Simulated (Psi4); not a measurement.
Psi4 input (wB97X-D/6-31G*):

```
memory 1500 MB

molecule {
1 2
N     1.62579700   -0.28851100    0.23095700
Si   -0.00791800    0.00083800   -0.00231300
F    -0.60829900   -0.50866600   -1.37688800
F    -0.84195300   -0.72707800    1.12503800
F    -0.28170600    1.55651200    0.03389400
H     1.97770500   -1.17829500    0.54164000
H     2.34019600    0.29923400   -0.16435200
symmetry c1
no_reorient
no_com
}

set {
  basis 6-31G*
  reference uks
  scf_type pk
  dft_radial_points 99
  dft_spherical_points 590
  e_convergence 1e-8
  d_convergence 1e-7
  maxiter 150
}

e = energy('wb97x-d')
print_out(f'\nFINAL {e:.10f} DIPOLE {variable("CURRENT DIPOLE")[0]:.6f} {variable("CURRENT DIPOLE")[1]:.6f} {variable("CURRENT DIPOLE")[2]:.6f}\n')
```

From the output:

```
      31A      0.044360    32A      0.104237    33A      0.153263
      34A      0.194967    35A      0.208388    36A      0.377194
      37A      0.418189    38A      0.457676    39A      0.552245
      40A      0.645489    41A      0.668088    42A      0.739842
      43A      0.752456    44A      0.793826    45A      0.834673
      46A      0.846569    47A      1.062057    48A      1.065183
      49A      1.115403    50A      1.117962    51A      1.134076
      52A      1.151234    53A      1.278117    54A      1.281201
      55A      1.316999    56A      1.376529    57A      1.419655
      58A      1.473845    59A      1.532751    60A      1.631802
      61A      1.655817    62A      1.690090    63A      1.692221
      64A      1.700589    65A      1.701171    66A      1.711371
      67A      1.722672    68A      1.790186    69A      1.851873
      70A      1.887455    71A      2.007315    72A      2.056651
      73A      2.109281    74A      2.154339    75A      2.281858
      76A      2.680340    77A      2.775801    78A      2.877957
      79A      2.935445    80A      3.435068    81A      4.009082
      82A      4.021304    83A      4.338178

    Final Occupation by Irrep:
              A
    DOCC [    24 ]
    SOCC [     1 ]
    NA   [    25 ]
    NB   [    24 ]

  @UKS Final Energy:  -644.66253207485067

   => Energetics <=

    Nuclear Repulsion Energy =            267.8426158109497237
    One-Electron Energy =               -1415.8397608732807385
    Two-Electron Energy =                 546.0543928375843734
    DFT Exchange-Correlation Energy =     -42.7181327434443432
    Empirical Dispersion Energy =          -0.0016471066595347
    VV10 Nonlocal Energy =                  0.0000000000000000
    Total Energy =                       -644.6625320748506738

  UHF NO Occupations:
  HONO-2 :   23  A 1.9995297
  HONO-1 :   24  A 1.9991544
  HONO-0 :   25  A 1.0000000
  LUNO+0 :   26  A 0.0008456
  LUNO+1 :   27  A 0.0004703
  LUNO+2 :   28  A 0.0002821
  LUNO+3 :   29  A 0.0002233

Computation Completed

Properties will be evaluated at   0.000000,   0.000000,   0.000000 [a0]

Properties computed using the SCF density matrix

 Multipole Moments:

 ------------------------------------------------------------------------------------
     Multipole            Electronic (a.u.)      Nuclear  (a.u.)        Total (a.u.)
 ------------------------------------------------------------------------------------

 L = 1.  Multiply by 2.5417464519 to convert [e a0] to [Debye]
 Dipole X            :          3.3144916            0.0000113            3.3145030
 Dipole Y            :         -0.6874437            0.0000113           -0.6874324
 Dipole Z            :          0.2631348            0.0000019            0.2631367
 Magnitude           :                                                    3.3952517

 ------------------------------------------------------------------------------------

FINAL -644.6625320749 DIPOLE 3.314503 -0.687432 0.263137

*** Psi4 exiting successfully. Buy a developer a beer!
```

The dipole moment of an ion depends on the origin.

The geometry given is a B3LYP-D3(BJ)/def2-TZVP minimum of the species of charge 0 and multiplicity 1, not of this state.
